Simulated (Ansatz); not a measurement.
# Nudged elastic band run: BClF$_{2}$H$_{3}$N

The input (input.yaml):

```yaml
crystal:
  periodic: [false, false, false]
  atoms:
    - { symbol: B, position_ang: [0.074209, -0.190199, -0.107531] }
    - { symbol: Cl, position_ang: [0.021956, -0.600826, 1.636811] }
    - { symbol: "N", position_ang: [1.275392, -0.234788, -0.795137] }
    - { symbol: H, position_ang: [2.157093, -0.438959, -0.347884] }
    - { symbol: H, position_ang: [1.335491, 0.024594, -1.771165] }
    - { symbol: F, position_ang: [-1.072438, 0.099179, -0.699139] }
    - { symbol: F, position_ang: [0.126704, 2.410197, 1.153221] }
    - { symbol: H, position_ang: [0.012392, 1.6595, 1.686522] }
basis:
  gaussian: { orbitals: def2-SVP }
hamiltonian:
  xc: pbe0
neb:
  order_check: false
  images: 9
  f_tol: 0.03
  max_iterations: 60
  final_atoms:
    - { symbol: B, position_ang: [0.10003731, 0.50931854, -0.53487063] }
    - { symbol: Cl, position_ang: [0.02958158, 0.07208201, 3.04475185] }
    - { symbol: "N", position_ang: [1.30804006, 0.00062341, -0.99597954] }
    - { symbol: H, position_ang: [1.36054116, -0.84022359, -1.55296067] }
    - { symbol: H, position_ang: [2.19774309, 0.41641261, -0.76027634] }
    - { symbol: F, position_ang: [-1.06393805, -0.05160073, -0.83021239] }
    - { symbol: F, position_ang: [0.06799802, 1.61628638, 0.22462762] }
    - { symbol: H, position_ang: [-0.06920417, 1.00579937, 2.16061809] }
  initial_path:
    images:
      - { positions_ang: [[0.074209, -0.190199, -0.107531], [0.021956, -0.600826, 1.636811], [1.275392, -0.234788, -0.795137], [2.157093, -0.438959, -0.347884], [1.335491, 0.024594, -1.771165], [-1.072438, 0.099179, -0.699139], [0.126704, 2.410197, 1.153221], [0.012392, 1.6595, 1.686522]] }
      - { positions_ang: [[0.05808528, -0.15106215, -0.08300114], [0.02022971, -0.46544849, 1.75422939], [1.28606003, -0.19620709, -0.79025426], [2.08123201, -0.54618495, -0.47767832], [1.42694898, 0.19146063, -1.63333311], [-1.0889905, 0.08007731, -0.68629582], [0.12060104, 2.23919218, 1.01773005], [0.02663245, 1.57687057, 1.65430122]] }
      - { positions_ang: [[0.04196155, -0.1119253, -0.05847128], [0.01850343, -0.33007098, 1.87164777], [1.29672805, -0.15762618, -0.78537152], [2.00537101, -0.65341091, -0.60747264], [1.51840696, 0.35832726, -1.49550122], [-1.105543, 0.06097562, -0.67345265], [0.11449808, 2.06818735, 0.8822391], [0.0408729, 1.49424114, 1.62208044]] }
      - { positions_ang: [[0.02583783, -0.07278845, -0.03394142], [0.01677714, -0.19469347, 1.98906616], [1.30739608, -0.11904526, -0.78048878], [1.92951002, -0.76063686, -0.73726697], [1.60986495, 0.52519388, -1.35766934], [-1.1220955, 0.04187393, -0.66060947], [0.10839513, 1.89718253, 0.74674814], [0.05511335, 1.4116117, 1.58985967]] }
      - { positions_ang: [[0.00971411, -0.03365159, -0.00941156], [0.01505085, -0.05931597, 2.10648454], [1.31806411, -0.08046435, -0.77560603], [1.85364903, -0.86786281, -0.86706129], [1.70132293, 0.69206051, -1.21983745], [-1.13864799, 0.02277224, -0.64776629], [0.10229217, 1.7261777, 0.61125719], [0.06935379, 1.32898227, 1.55763889]] }
      - { positions_ang: [[-0.00640961, 0.00548526, 0.0151183], [0.01332457, 0.07606154, 2.22390293], [1.32873214, -0.04188344, -0.77072329], [1.77778804, -0.97508877, -0.99685561], [1.79278091, 0.85892714, -1.08200556], [-1.15520049, 0.00367055, -0.63492311], [0.09618921, 1.55517288, 0.47576624], [0.08359424, 1.24635284, 1.52541811]] }
      - { positions_ang: [[0.01487977, 0.10625192, -0.09487949], [0.01657597, 0.07526564, 2.38807271], [1.32459372, -0.03338207, -0.81577454], [1.69433866, -0.94811573, -1.10807662], [1.87377335, 0.77042423, -1.01765972], [-1.136948, -0.0073837, -0.67398097], [0.09055097, 1.56739558, 0.42553852], [0.05303456, 1.19824214, 1.65245811]] }
      - { positions_ang: [[0.03616915, 0.20701857, -0.20487727], [0.01982737, 0.07446973, 2.5522425], [1.32045531, -0.0248807, -0.86082579], [1.61088928, -0.92114269, -1.21929763], [1.95476578, 0.68192133, -0.95331387], [-1.11869551, -0.01843796, -0.71303882], [0.08491274, 1.57961828, 0.37531079], [0.02247488, 1.15013145, 1.7794981]] }
      - { positions_ang: [[0.05745854, 0.30778523, -0.31487506], [0.02307878, 0.07367382, 2.71641228], [1.31631689, -0.01637933, -0.90587704], [1.52743991, -0.89416966, -1.33051864], [2.03575822, 0.59341842, -0.88896803], [-1.10044302, -0.02949222, -0.75209668], [0.0792745, 1.59184098, 0.32508307], [-0.0080848, 1.10202076, 1.9065381]] }
      - { positions_ang: [[0.07874792, 0.40855189, -0.42487284], [0.02633018, 0.07287791, 2.88058207], [1.31217848, -0.00787796, -0.95092829], [1.44399053, -0.86719662, -1.44173966], [2.11675065, 0.50491551, -0.82462218], [-1.08219054, -0.04054647, -0.79115453], [0.07363626, 1.60406368, 0.27485535], [-0.03864449, 1.05391006, 2.03357809]] }
      - { positions_ang: [[0.10003731, 0.50931854, -0.53487063], [0.02958158, 0.07208201, 3.04475185], [1.30804006, 0.00062341, -0.99597954], [1.36054116, -0.84022359, -1.55296067], [2.19774309, 0.41641261, -0.76027634], [-1.06393805, -0.05160073, -0.83021239], [0.06799802, 1.61628638, 0.22462762], [-0.06920417, 1.00579937, 2.16061809]] }
```

Command:

```bash
$ ansatz run input.yaml --threads 2 --pin off --max-ram 3072MiB --backend cpu --events-out ev --progress --plain --runs-dir out
```

Output, in part (warnings, iteration lines, the closing report on the highest movable image, with atoms numbered from 0):

```
NEB end point (image 0): max|allowed force component| = 1.088e-2 eV/Å (the criterion of neb.relax_end_points is 1.000e-2)
NEB end point (image 10): max|allowed force component| = 1.884e-2 eV/Å (the criterion of neb.relax_end_points is 1.000e-2)
NEB iter   1: max|band force component| = 9.743e0 eV/Å  barrier→ = 2.8107 eV  barrier← = 3.4040 eV  Δτ_max = 0.2000 Å  (290 SCF iters)
NEB iter   2: max|band force component| = 1.890e0 eV/Å  barrier→ = 1.4337 eV  barrier← = 2.0270 eV  Δτ_max = 0.1907 Å  (273 SCF iters)
NEB iter   3: max|band force component| = 2.357e0 eV/Å  barrier→ = 1.1273 eV  barrier← = 1.7206 eV  Δτ_max = 0.0948 Å  (253 SCF iters)
NEB iter   4: max|band force component| = 8.139e-1 eV/Å  barrier→ = 1.0769 eV  barrier← = 1.6701 eV  Δτ_max = 0.0888 Å  (267 SCF iters)
NEB iter   5: max|band force component| = 5.138e-1 eV/Å  barrier→ = 1.0331 eV  barrier← = 1.6263 eV  Δτ_max = 0.0524 Å  (265 SCF iters)
NEB iter   6: max|band force component| = 4.945e-1 eV/Å  barrier→ = 1.0194 eV  barrier← = 1.6127 eV  CI = image 5  Δτ_max = 0.0890 Å  (270 SCF iters)
NEB iter   7: max|band force component| = 4.162e-1 eV/Å  barrier→ = 1.0793 eV  barrier← = 1.6726 eV  CI = image 5  Δτ_max = 0.0385 Å  (266 SCF iters)
NEB iter   8: max|band force component| = 1.306e-1 eV/Å  barrier→ = 1.0639 eV  barrier← = 1.6572 eV  CI = image 5  Δτ_max = 0.0995 Å  (256 SCF iters)
NEB iter   9: max|band force component| = 2.632e-1 eV/Å  barrier→ = 1.0377 eV  barrier← = 1.6310 eV  CI = image 5  Δτ_max = 0.0500 Å  (255 SCF iters)
NEB iter  10: max|band force component| = 2.157e-1 eV/Å  barrier→ = 1.0216 eV  barrier← = 1.6149 eV  CI = image 5  Δτ_max = 0.0998 Å  (263 SCF iters)
NEB iter  11: max|band force component| = 2.318e-1 eV/Å  barrier→ = 0.9855 eV  barrier← = 1.5788 eV  CI = image 5  Δτ_max = 0.0999 Å  (267 SCF iters)
NEB iter  12: max|band force component| = 2.561e-1 eV/Å  barrier→ = 0.9471 eV  barrier← = 1.5404 eV  CI = image 5  Δτ_max = 0.0998 Å  (269 SCF iters)
NEB iter  13: max|band force component| = 2.997e-1 eV/Å  barrier→ = 0.9091 eV  barrier← = 1.5023 eV  CI = image 5  Δτ_max = 0.0998 Å  (260 SCF iters)
NEB iter  14: max|band force component| = 3.573e-1 eV/Å  barrier→ = 0.8753 eV  barrier← = 1.4686 eV  CI = image 5  Δτ_max = 0.0997 Å  (267 SCF iters)
NEB iter  15: max|band force component| = 3.837e-1 eV/Å  barrier→ = 0.8488 eV  barrier← = 1.4421 eV  CI = image 5  Δτ_max = 0.0998 Å  (262 SCF iters)
NEB iter  16: max|band force component| = 3.476e-1 eV/Å  barrier→ = 0.8291 eV  barrier← = 1.4224 eV  CI = image 5  Δτ_max = 0.0999 Å  (268 SCF iters)
NEB iter  17: max|band force component| = 3.707e-1 eV/Å  barrier→ = 0.8180 eV  barrier← = 1.4113 eV  CI = image 5  Δτ_max = 0.0506 Å  (266 SCF iters)
NEB iter  18: max|band force component| = 3.734e-1 eV/Å  barrier→ = 0.8184 eV  barrier← = 1.4117 eV  CI = image 5  Δτ_max = 0.0499 Å  (263 SCF iters)
NEB iter  19: max|band force component| = 4.394e-1 eV/Å  barrier→ = 0.8182 eV  barrier← = 1.4115 eV  CI = image 5  Δτ_max = 0.0982 Å  (263 SCF iters)
NEB iter  20: max|band force component| = 4.521e-1 eV/Å  barrier→ = 0.8170 eV  barrier← = 1.4103 eV  CI = image 5  Δτ_max = 0.1923 Å  (249 SCF iters)
NEB iter  21: max|band force component| = 6.858e-1 eV/Å  barrier→ = 0.8166 eV  barrier← = 1.4099 eV  CI = image 5  Δτ_max = 0.1936 Å  (235 SCF iters)
NEB iter  22: max|band force component| = 7.583e-1 eV/Å  barrier→ = 0.8166 eV  barrier← = 1.4099 eV  CI = image 5  Δτ_max = 0.0987 Å  (224 SCF iters)
NEB iter  23: max|band force component| = 4.920e-1 eV/Å  barrier→ = 0.8166 eV  barrier← = 1.4099 eV  CI = image 5  Δτ_max = 0.0988 Å  (219 SCF iters)
NEB iter  24: max|band force component| = 2.713e-1 eV/Å  barrier→ = 0.8166 eV  barrier← = 1.4099 eV  CI = image 5  Δτ_max = 0.1963 Å  (214 SCF iters)
NEB iter  25: max|band force component| = 3.245e-1 eV/Å  barrier→ = 0.8166 eV  barrier← = 1.4099 eV  CI = image 5  Δτ_max = 0.0989 Å  (211 SCF iters)
NEB iter  26: max|band force component| = 4.071e-1 eV/Å  barrier→ = 0.8166 eV  barrier← = 1.4099 eV  CI = image 5  Δτ_max = 0.0499 Å  (210 SCF iters)
NEB iter  27: max|band force component| = 2.298e-1 eV/Å  barrier→ = 0.8166 eV  barrier← = 1.4099 eV  CI = image 5  Δτ_max = 0.0495 Å  (209 SCF iters)
NEB iter  28: max|band force component| = 3.128e-1 eV/Å  barrier→ = 0.8166 eV  barrier← = 1.4099 eV  CI = image 5  Δτ_max = 0.0250 Å  (210 SCF iters)
NEB iter  29: max|band force component| = 2.290e-1 eV/Å  barrier→ = 0.8166 eV  barrier← = 1.4099 eV  CI = image 5  Δτ_max = 0.0249 Å  (208 SCF iters)
NEB iter  30: max|band force component| = 1.534e-1 eV/Å  barrier→ = 0.8166 eV  barrier← = 1.4099 eV  CI = image 5  Δτ_max = 0.0249 Å  (205 SCF iters)
NEB iter  31: max|band force component| = 1.669e-1 eV/Å  barrier→ = 0.8166 eV  barrier← = 1.4099 eV  CI = image 5  Δτ_max = 0.0124 Å  (204 SCF iters)
NEB iter  32: max|band force component| = 3.794e-2 eV/Å  barrier→ = 0.8166 eV  barrier← = 1.4099 eV  CI = image 5  Δτ_max = 0.0250 Å  (196 SCF iters)
NEB iter  33: max|band force component| = 1.747e-1 eV/Å  barrier→ = 0.8166 eV  barrier← = 1.4099 eV  CI = image 5  Δτ_max = 0.0125 Å  (191 SCF iters)
NEB iter  34: max|band force component| = 6.301e-2 eV/Å  barrier→ = 0.8166 eV  barrier← = 1.4099 eV  CI = image 5  Δτ_max = 0.0248 Å  (194 SCF iters)
NEB iter  35: max|band force component| = 1.246e-1 eV/Å  barrier→ = 0.8166 eV  barrier← = 1.4099 eV  CI = image 5  Δτ_max = 0.0125 Å  (194 SCF iters)
NEB iter  36: max|band force component| = 1.222e-1 eV/Å  barrier→ = 0.8166 eV  barrier← = 1.4099 eV  CI = image 5  Δτ_max = 0.0124 Å  (189 SCF iters)
NEB iter  37: max|band force component| = 1.953e-2 eV/Å  barrier→ = 0.8166 eV  barrier← = 1.4099 eV  CI = image 5  Δτ_max = 0.0000 Å  (436 SCF iters)
Total energy: -20153.29942506 eV, -740.6200934738 hartree
Atom 0 at     0.102255     0.217516    -0.021512 Å, force    -0.000003    -0.000005    -0.000005 eV/Å
Atom 1 at     0.289267    -0.007157     2.057954 Å, force     0.000001    -0.000005     0.000007 eV/Å
Atom 2 at     1.277145     0.040531    -0.772830 Å, force    -0.000012    -0.000004    -0.000016 eV/Å
Atom 3 at     1.342915    -0.766654    -1.378496 Å, force     0.000012    -0.000000     0.000002 eV/Å
Atom 4 at     2.173971     0.376146    -0.451858 Å, force    -0.000000     0.000004     0.000009 eV/Å
Atom 5 at    -1.053677    -0.321068    -0.381890 Å, force    -0.000001     0.000007     0.000005 eV/Å
Atom 6 at    -0.147320     1.761784     0.337166 Å, force     0.000003     0.000001     0.000004 eV/Å
Atom 7 at    -0.053756     1.427601     1.367165 Å, force    -0.000000     0.000003    -0.000005 eV/Å
Dipole moment:     0.423790     0.079539    -0.155386 e Å
```

It converged. The profile has 2 maxima (images 2, 5) with wells between them (image 4): this band takes more than one step, which may be the mechanism or a detour left from its start path. A vibrational analysis at the climbing image gives one clearly imaginary mode, 638i cm⁻¹: a first-order saddle point. The orbitals stay closed-shell, which can raise the energy where a bond breaks towards radicals; this wasn't checked here.

Final band (atoms are numbered from 1 in the order of the input):

```json
{"image": "0", "path coordinate (Å)": "0.00", "energy (eV)": "0.00", "B1–Cl2 (Å)": "1.79", "F7–H8 (Å)": "0.93", "B1–F7 (Å)": "2.89"}
{"image": "1", "path coordinate (Å)": "1.05", "energy (eV)": "0.33", "B1–Cl2 (Å)": "1.79", "F7–H8 (Å)": "0.93", "B1–F7 (Å)": "2.64"}
{"image": "2", "path coordinate (Å)": "2.10", "energy (eV)": "0.78", "B1–Cl2 (Å)": "1.81", "F7–H8 (Å)": "0.93", "B1–F7 (Å)": "2.57"}
{"image": "3", "path coordinate (Å)": "3.16", "energy (eV)": "0.20", "B1–Cl2 (Å)": "1.80", "F7–H8 (Å)": "0.93", "B1–F7 (Å)": "2.84"}
{"image": "4", "path coordinate (Å)": "4.21", "energy (eV)": "0.07", "B1–Cl2 (Å)": "1.81", "F7–H8 (Å)": "0.93", "B1–F7 (Å)": "2.49"}
{"image": "5", "path coordinate (Å)": "5.26", "energy (eV)": "0.82", "B1–Cl2 (Å)": "2.10", "F7–H8 (Å)": "1.09", "B1–F7 (Å)": "1.60"}
{"image": "6", "path coordinate (Å)": "5.64", "energy (eV)": "0.27", "B1–Cl2 (Å)": "2.38", "F7–H8 (Å)": "1.42", "B1–F7 (Å)": "1.43"}
{"image": "7", "path coordinate (Å)": "6.02", "energy (eV)": "-0.33", "B1–Cl2 (Å)": "2.75", "F7–H8 (Å)": "1.71", "B1–F7 (Å)": "1.36"}
{"image": "8", "path coordinate (Å)": "6.40", "energy (eV)": "-0.54", "B1–Cl2 (Å)": "3.09", "F7–H8 (Å)": "1.92", "B1–F7 (Å)": "1.35"}
{"image": "9", "path coordinate (Å)": "6.78", "energy (eV)": "-0.59", "B1–Cl2 (Å)": "3.42", "F7–H8 (Å)": "2.04", "B1–F7 (Å)": "1.34"}
{"image": "10", "path coordinate (Å)": "7.16", "energy (eV)": "-0.59", "B1–Cl2 (Å)": "3.61", "F7–H8 (Å)": "2.03", "B1–F7 (Å)": "1.34"}
```

The run took 9.3 min on 2 threads of Arm Neoverse V1 (shared host), peak memory 0.16 GiB.
